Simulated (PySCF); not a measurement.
From a computed spectrum to the compound

A species of 11 atoms with charge 0 has these harmonic modes (PBE0, small Gaussian bases with core potentials, PySCF 2.14.0):

```tsv
cm⁻¹	km/mol	symmetry
41	2.5	
45	2.6	
49	0.1	
66	13.0	
111	2.0	
112	2.0	
237	1.9	
258	0.4	
307	249.0	
314	251.7	
416	0.8	
420	11.7	
443	473.8	
451	40.8	
452	56.1	
550	241.9	
551	240.9	
567	24.3	
1166	137.2	
1637	22.0	
1637	22.1	
3500	17.8	
3624	32.6	
3625	32.4	
3985	65.9	
3991	71.2	
3991	59.4
```

Problem. Which species is it, and in which structure?

Solution. La(OH)3(NH3) (singlet):
```xyz
11

La    0.0868   -0.0899    0.0916
O     1.1971    1.5111    1.1249
H     1.7238    2.1261    1.6347
O    -1.5828   -1.0625    1.1568
H    -2.2138   -1.5570    1.6801
O     1.1259   -1.2239   -1.4891
H     1.6460   -1.7579   -2.0890
N    -1.4327    1.4923   -1.5239
H    -2.0409    2.1156   -0.9914
H    -0.8748    2.0884   -2.1367
H    -2.0434    0.9453   -2.1322
```
Ideal gas at 298.15 K and 1 bar: S = 452.0 J/(mol K), Cp = 155.8 J/(mol K), H − H(0 K) = 32.3 kJ/mol (rigid rotor, harmonic modes, spin degeneracy alone; the modes under 60 cm⁻¹ make these uncertain). 
 Other answers can fit too; this one was computed.
